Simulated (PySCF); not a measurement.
# Basis and Hamiltonian dependence of the ionisation energy of Co(2+)

Co(2+) [Ar] 3d7 (4F) → Co(3+) [Ar] 3d6 (5D). Calculated with PySCF 2.14 from differences of total energies of unrestricted determinants, without spin-orbit coupling. Values in eV.

```
                                                                   basis       Hamiltonian  functions     UHF  r2SCAN    PBE0  MP2 (valence)  CCSD(T) (valence)  CCSD(T) (valence and next inner shell)
                                                              x2c-SVPall     spin-free X2C         36  31.460     n/a  34.051         32.771                n/a                                     n/a
                                                   Sapporo-DKH3-DZP-2012     spin-free X2C         40  31.198     n/a  33.728         32.819                n/a                                     n/a
                                                                 pcseg-2  non-relativistic         56  31.328  33.964     n/a         33.017                n/a                                     n/a
                                                            ANO-RCC-VTZP     spin-free X2C         59  31.682  34.186  34.094         33.637             33.502                                  33.585
                                                          aug-cc-pVDZ-DK     spin-free X2C         59  31.445  33.887  33.821         33.134             33.035                                     n/a
                                                                 cc-pVTZ  non-relativistic         68  31.448     n/a     n/a         33.263                n/a                                     n/a
       x2c-TZVPPall with one added diffuse shell each of s, p, d, f type     spin-free X2C         80  31.189  33.725  33.671         33.001             32.913                                  33.110
                                                          aug-cc-pVTZ-DK     spin-free X2C         93  31.199  33.766  33.697         33.069             32.975                                     n/a
                                                             def2-QZVPPD  non-relativistic        100  31.450  33.994  33.932         33.317             33.223                                     n/a
     aug-cc-pVTZ with one added diffuse shell each of s, p, d, f, g type  non-relativistic        118  31.448  33.996  33.928         33.308                n/a                                     n/a
                                                           aug-cc-pwCVTZ  non-relativistic        127  31.443  33.992  33.923         33.385                n/a                                     n/a
    x2c-QZVPPall with one added diffuse shell each of s, p, d, f, g type     spin-free X2C        128  31.198  33.773  33.698         33.090                n/a                                     n/a
                                                             aug-cc-pVQZ  non-relativistic        140  31.450  34.000  33.930         33.414                n/a                                     n/a
aug-cc-pwCVTZ-DK with one added diffuse shell each of s, p, d, f, g type     spin-free X2C        152  31.195  33.764  33.692         33.150                n/a                                     n/a
```

Frozen in the all-electron rows: valence: [Ar]; valence and next inner shell: [Ne].

At UHF, ANO-RCC-VTZP lies more than 0.3 eV from the median of the rows with comparable relativity. Sets contracted for the neutral atom can be stiff in a shell that they treat as core.

Non-relativistic rows lack the scalar-relativistic shift.

Between the lowest levels the reference is 33.5 ± 0.06 eV (semi-empirical (NIST evaluation); NIST Atomic Spectra Database, ionization energies); it includes spin-orbit coupling, which these numbers lack.
